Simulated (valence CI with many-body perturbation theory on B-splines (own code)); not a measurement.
# Co¹²⁺: input, log and results

Calculated by configuration interaction combined with many-body perturbation theory (CI+MBPT): five valence electrons over a frozen Dirac-Fock core [Ne], radial functions for each j: 6 s, 6 p, 5 d, 3 f, 1 g, with the two-electron term Σ2, the three-electron term Σ3, Breit, model QED; selected single and double excitations, second order for the rest, scaled by the run's own slope (own B-spline code, finite nucleus).

Command, and the settings that its task file holds:

```sh
python run_cv.py task.json out
```

```
atom Co  Z=27  mass_number=59  rms_radius_fm=3.7875
core [Ne]
valence 3s2 3p3
avg = 1
basis = S
breit = 1
cap = 10000
capref = 1200
cscale = 1
de = 0.0
dress = 0
eps = 2e-08
extrap = 1
h = 0.27
hh = 1
l2 = 3
lcore = 6
maxit = 60
n2 = 5
natural = 1
nlev = 21
nno = [3, 3, 3, 2, 1]
nroot = 26
nsp = [3, 3, 2, 1, 0]
pt2 = 1
qed = 1
rpa = 1
s1 = 0
s2 = 1
s3 = 1
screen = 1
tol = 2e-05
whole = 1
```

It took 27 s on 1 thread of Intel(R) Xeon(R) Platinum 8488C (Sapphire Rapids), with other jobs on the host.

Log. The first blocks belong to the next ion, which gives the ionisation energy. Fields: 2J, parity (1 odd), roots, reference size, generating configurations, candidates as configurations/state functions, variational space P, stored matrix elements, Davidson steps; e2 is the range of second-order energies in hartree. The first line gives the box (bohr), its intervals, the orbitals and the steps of their self-consistent field. Window is the range of levels sought, series limit the energy at which the first omitted orbital would enter, core excitation an estimate of the first excitation out of the core, left out the lowest levels not solved, and shifts from estimates the range by which levels moved from their first estimate, all in cm⁻¹.

```
rmax 6.5 intervals 61 orbitals 36 references ['3s2 3p3', '3s 3p4', '3s2 3p2 3d', '3p5', '3s 3p3 3d'] scf 6 t 0.9
2J=0 par=0 roots 2 ref 26 generators 9 cand 703/972 P 725/998 nnz 0 it 0
2J=0 par=0 roots 2 ref 26 generators 17 cand 2042/3327 P 2767/4325 nnz 1.3e+06 it 6
   second order: generators 38 cand 6685/12838 e2 -0.00003 -0.00002
2J=2 par=0 roots 2 ref 45 generators 10 cand 372/938 P 395/983 nnz 0 it 0
2J=2 par=0 roots 2 ref 45 generators 19 cand 1178/3950 P 1573/4933 nnz 2.6e+06 it 7
   second order: generators 49 cand 10202/44327 e2 -0.00059 -0.00019
2J=4 par=0 roots 2 ref 65 generators 11 cand 372/917 P 401/982 nnz 0 it 0
2J=4 par=0 roots 2 ref 65 generators 22 cand 1077/3972 P 1478/4954 nnz 2.9e+06 it 7
   second order: generators 40 cand 9058/52086 e2 -0.00031 -0.00025
reference levels 447, estimated 47, window 486805 1/cm; series limit 2201829, core excitation 6354954
2J=3 par=1 roots 4 ref 42 generators 16 cand 221/934 P 940/3432 nnz 1.5e+06 it 8
2J=3 par=1 roots 4 ref 42 generators 31 cand 1054/6529 P 1994/9961 nnz 9.1e+06 it 9
   second order: generators 56 cand 19464/257028 e2 -0.00343 -0.00065
2J=5 par=1 roots 2 ref 36 generators 11 cand 219/996 P 829/3514 nnz 1.7e+06 it 5
2J=5 par=1 roots 2 ref 36 generators 20 cand 951/6473 P 1780/9987 nnz 9.6e+06 it 8
   second order: generators 40 cand 16087/262937 e2 -0.00332 -0.00142
2J=1 par=1 roots 2 ref 28 generators 12 cand 224/925 P 1085/3360 nnz 1.3e+06 it 5
2J=1 par=1 roots 2 ref 28 generators 24 cand 1671/6591 P 2756/9951 nnz 7.5e+06 it 7
   second order: generators 39 cand 14350/114869 e2 -0.00066 -0.00052
2J=5 par=0 roots 6 ref 76 generators 21 cand 212/926 P 846/3497 nnz 1.4e+06 it 6
2J=5 par=0 roots 6 ref 76 generators 33 cand 952/6448 P 1798/9945 nnz 9.1e+06 it 9
   second order: generators 70 cand 20750/355285 e2 -0.00500 -0.00240
2J=3 par=0 roots 6 ref 74 generators 20 cand 222/993 P 903/3561 nnz 1.4e+06 it 11
2J=3 par=0 roots 6 ref 74 generators 35 cand 1082/6429 P 1985/9990 nnz 8.4e+06 it 10
   second order: generators 68 cand 21063/276361 e2 -0.00434 -0.00155
2J=1 par=0 roots 5 ref 47 generators 18 cand 287/1004 P 1212/3539 nnz 1.3e+06 it 9
2J=1 par=0 roots 5 ref 47 generators 28 cand 1603/6431 P 2815/9970 nnz 7.3e+06 it 9
   second order: generators 62 cand 18583/144638 e2 -0.00175 -0.00050
2J=7 par=0 roots 4 ref 54 generators 15 cand 225/973 P 868/3519 nnz 1.5e+06 it 7
2J=7 par=0 roots 4 ref 54 generators 32 cand 873/6441 P 1741/9960 nnz 9.4e+06 it 9
   second order: generators 60 cand 21238/396100 e2 -0.00385 -0.00331
2J=9 par=0 roots 2 ref 34 generators 9 cand 149/994 P 966/3624 nnz 1.6e+06 it 6
2J=9 par=0 roots 2 ref 34 generators 23 cand 954/6340 P 1920/9964 nnz 9.2e+06 it 6
   second order: generators 41 cand 16010/276119 e2 -0.00245 -0.00208
left out: unestimated 702991, estimated 554032, shifts from estimates -21 to 96
operators 0.5
```

The Davidson iterations converged. The settings are bad on purpose, so the numbers may not be properties of the ion.

No measured spectrum was set against this ion. As an estimate, levels of excited configurations hold to 0.05 to 0.15 % of their energy, terms of the ground configuration to about 0.5 %. Among the levels kept, up to 1100 cm⁻¹ of a level comes from second order outside the variational space, and about a tenth of that is noise between levels of different J, which matters for small intervals.

```yaml
Valence_energy: -83.87229 hartree
Ionisation_energy: "373.97 eV (NIST: 378.5 ± 0.7 eV (semi-empirical))"
Reference_configurations_for_the_orbitals: 3s2 3p3, 3s 3p4, 3s2 3p2 3d, 3p5, 3s 3p3 3d
Radial_orbitals: 36
Box_radius: 6.484 bohr
Largest_variational_space: 9990
Lowest_levels: 3s2 3p3 4S°_3/2 0, 3s2 3p3 2D°_3/2 44104, 3s2 3p3 2D°_5/2 50081, 3s2 3p3 2P°_1/2 79995, 3s2 3p3 2P°_3/2 88579, 3s 3p4 4P_5/2 295740, 3s 3p4 4P_3/2 307540, 3s 3p4 4P_1/2 312610, 3s 3p4 2D_3/2 366410, 3s 3p4 2D_5/2 369060, 3s2 3p2 3d 2P_3/2 419320, 3s 3p4 2P_1/2 424340, 3s 3p4 2S_1/2 443620, 3s2 3p2 3d 4F_3/2 457100 cm⁻¹
```

Names give the largest LS component (configuration and term), which can be under half, so a name can repeat, a term be missing and a line seem to break the LS rules; names also repeat where a configuration has a term twice.
